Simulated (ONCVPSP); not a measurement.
## Pseudopotential generation for Mg (Z = 12): ONCV, PBE, scalar-relativistic.

ONCVPSP 4.0.1 was run on this input:

```
# ATOM AND REFERENCE CONFIGURATION
# atsym  z   nc   nv     iexc    psfile
  Mg 12.00    1    4        4      upf
#
#   n    l    f
    1    0    2.00
    2    0    2.00
    2    1    6.00
    3    0    1.00
    3    1    1.00
#
# PSEUDOPOTENTIAL AND OPTIMIZATION
# lmax
    2
#
#   l,   rc,      ep,       ncon, nbas, qcut
    0    1.05    0.00    4    8   10.70
    1    1.40    0.00    3    8   11.70
    2    1.05    0.17    4    8    9.40
#
# LOCAL POTENTIAL
# lloc, lpopt,  rc(5),   dvloc0
    2    5    1.05    0.00
#
# VANDERBILT-KLEINMAN-BYLANDER PROJECTORs
# l, nproj, debl
    0    2    2.20
    1    2    2.80
    2    0    3.80
#
# MODEL CORE CHARGE
# icmod, fcfact, rcfact
    0    0.00    0.00
#
# LOG DERIVATIVE ANALYSIS
# epsh1, epsh2, depsh
   -5.00    5.00    0.04
#
# OUTPUT GRID
# rlmax, drl
    6.00    0.01
#
# TEST CONFIGURATIONS
# ncnf
    4
# nvcnf
#   n    l    f
    4
    2    0    2.00
    2    1    6.00
    3    0    2.00
    3    1    0.00
#
    4
    2    0    2.00
    2    1    6.00
    3    0    1.00
    3    1    0.00
#
    4
    2    0    2.00
    2    1    6.00
    3    0    0.00
    3    1    0.00
#
    4
    2    0    2.00
    2    1    5.00
    3    0    2.00
    3    1    0.00
#
```

Command:

```bash
oncvpsp.x < Mg.dat > Mg.out
```

Resulting log (shortened: citation, most of the input echo, consistency checks and plot data are left out):

```
ONCVPSP  (Optimized Norm-Conservinng Vanderbilt PSeudopotential)
scalar-relativistic version 4.0.1

#   n    l    f        energy (Ha)
    1    0    2.00    -4.6369126E+01
    2    0    2.00    -3.0105132E+00
    2    1    6.00    -1.7888134E+00
    3    0    1.00    -2.0841368E-01
    3    1    1.00    -7.6098414E-02

Reference configufation results
  iterations    25
  all-electron total energy (Ha)   -2.00151513D+02

Begin loop to  construct optimized pseudo wave functions
and semi-local pseudopoentials for all angular momenta

Calculating optimized projector #   1

 for l=   0

    Fraction of norm inside rc  0.877045
    Optimizing pswf for qcut=  10.72 a_B^-1,  ecut=  57.43 Ha
    Residual kinetic energy error=  3.05D-06 Ha

    Energy error per electron        Cutoff
         Ha          eV             Ha
         0.01000     0.27211       14.80
         0.00100     0.02721       27.37
         0.00010     0.00272       43.52
         0.00001     0.00027       52.55

Calculating optimized projector #   2

 for l=   0

    Fraction of norm inside rc  0.025208
    Optimizing pswf for qcut=  10.72 a_B^-1,  ecut=  57.43 Ha
    Residual kinetic energy error=  9.23D-07 Ha

    Energy error per electron        Cutoff
         Ha          eV             Ha
         0.01000     0.27211        9.48
         0.00100     0.02721       14.73
         0.00010     0.00272       36.39
         0.00001     0.00027       48.00

Calculating optimized projector #   1

 for l=   1

    Fraction of norm inside rc  0.952917
    Optimizing pswf for qcut=  11.71 a_B^-1,  ecut=  68.52 Ha
    Residual kinetic energy error=  5.58D-08 Ha

    Energy error per electron        Cutoff
         Ha          eV             Ha
         0.01000     0.27211       37.82
         0.00100     0.02721       46.18
         0.00010     0.00272       52.98
         0.00001     0.00027       58.41

Calculating optimized projector #   2

 for l=   1

    Fraction of norm inside rc  0.019173
    Optimizing pswf for qcut=  11.71 a_B^-1,  ecut=  68.52 Ha
    Residual kinetic energy error=  1.81D-08 Ha

    Energy error per electron        Cutoff
         Ha          eV             Ha
         0.01000     0.27211       24.42
         0.00100     0.02721       35.95
         0.00010     0.00272       45.10
         0.00001     0.00027       52.58

   Wellstate for l =  2  n =  3
     eigenvalue =   0.1700
     asymptotic potential =   0.6700
     half-point radius =  7.5206

Calculating optimized projector #   1

 for l=   2

    Fraction of norm inside rc  0.002973
    Optimizing pswf for qcut=   9.41 a_B^-1,  ecut=  44.25 Ha
    Residual kinetic energy error=  1.78D-06 Ha

    Energy error per electron        Cutoff
         Ha          eV             Ha
         0.01000     0.27211        2.43
         0.00100     0.02721        9.46
         0.00010     0.00272       22.72
         0.00001     0.00027       34.39

Construct Vanderbilt / Kleinmman-Bylander projectors

B matrix Hermiticity error, ll=   0
   1   2    1.6555E-04

  Orthonormal projector coefficients  7.3965E+00  2.5432E+00

B matrix Hermiticity error, ll=   1
   1   2    5.9143E-05

  Orthonormal projector coefficients -5.4679E+00 -1.3585E+00

Pseudoatom total energy  -60.790807

Diagnostic tests using Vanderbilt-Kleinman-Bylander pseudopotentials
  1 or more projectors used as specified by nproj input data

   l    rcore       rmatch      e in        delta e   norm test  slope test

   0   1.0552760   1.0873165  -3.0105132  -0.0000016   1.0001211   1.0001238
   0   1.0552760   1.0873165  -0.2084137   0.0000042   1.0000509   1.0000443

   1   1.4062714   1.4489689  -1.7888134  -0.0000030   1.0001032   1.0001042
   1   1.4062714   1.4489689  -0.0760984   0.0000013   1.0000205   1.0000282

   2   1.0552760   1.0873165   0.1700000   0.0000189   1.0000013   1.0000013

 Testing for bound ghosts
   n   l    E NL Schr. Eq   E Basis Diag.   E Cutoff

   1   0       -3.010515       -3.010399    236.09
   2   0       -0.208409        0.207515    236.09

   2   1       -1.788816       -1.788466    153.62
   3   1       -0.076097        0.142912    153.62

 Testing for highly-localized positive-energy ghosts
       l    <radius>/rc     E Basis Diag.   E Cutoff

Test configuration 0

   n   l     f        eae           eps        diff
   1   0  2.0000  -46.36912626
   2   0  2.0000   -3.01051320   -3.01051481   -1.60D-06
   2   1  6.0000   -1.78881336   -1.78881631   -2.95D-06
   3   0  1.0000   -0.20841368   -0.20840950    4.18D-06
   3   1  1.0000   -0.07609841   -0.07609706    1.35D-06

    Total energies and differences
      AE_ref= -2.00151513D+02  AE_tst= -2.00151513D+02  dif=  0.00D+00
      PS_ref= -6.07908074D+01  PS_tst= -6.07908074D+01  dif= -4.69D-13
      PSP excitation error=  4.69D-13

Test configuration 1

   n   l     f        eae           eps        diff
   1   0  2.0000  -46.29130288
   2   0  2.0000   -2.93426666   -2.93362585    6.41D-04
   2   1  6.0000   -1.71302518   -1.71239252    6.33D-04
   3   0  2.0000   -0.17292380   -0.17290922    1.46D-05

    Total energies and differences
      AE_ref= -2.00151513D+02  AE_tst= -2.00279817D+02  dif= -1.28D-01
      PS_ref= -6.07908074D+01  PS_tst= -6.09191072D+01  dif= -1.28D-01
      PSP excitation error= -3.94D-06

Test configuration 2

   n   l     f        eae           eps        diff
   1   0  2.0000  -46.63013699
   2   0  2.0000   -3.26756754   -3.26747327    9.43D-05
   2   1  6.0000   -2.04605563   -2.04547934    5.76D-04
   3   0  1.0000   -0.41813532   -0.41812836    6.96D-06

    Total energies and differences
      AE_ref= -2.00151513D+02  AE_tst= -1.99987287D+02  dif=  1.64D-01
      PS_ref= -6.07908074D+01  PS_tst= -6.06265858D+01  dif=  1.64D-01
      PSP excitation error=  4.36D-06

Test configuration 3

   n   l     f        eae           eps        diff
   1   0  2.0000  -47.04686345
   2   0  2.0000   -3.67376858   -3.67486088   -1.09D-03
   2   1  6.0000   -2.45137639   -2.45122749    1.49D-04

    Total energies and differences
      AE_ref= -2.00151513D+02  AE_tst= -1.99435128D+02  dif=  7.16D-01
      PS_ref= -6.07908074D+01  PS_tst= -6.00743842D+01  dif=  7.16D-01
      PSP excitation error= -3.83D-05

Test configuration 4

   n   l     f        eae           eps        diff
   1   0  2.0000  -47.44828147
   2   0  2.0000   -3.82401331   -3.81456994    9.44D-03
   2   1  5.0000   -2.61719474   -2.57342017    4.38D-02
   3   0  2.0000   -0.52198277   -0.52167084    3.12D-04

    Total energies and differences
      AE_ref= -2.00151513D+02  AE_tst= -1.98128455D+02  dif=  2.02D+00
      PS_ref= -6.07908074D+01  PS_tst= -5.87874403D+01  dif=  2.00D+00
      PSP excitation error=  1.97D-02
```

The run took about 3 s on one core of a shared server CPU.
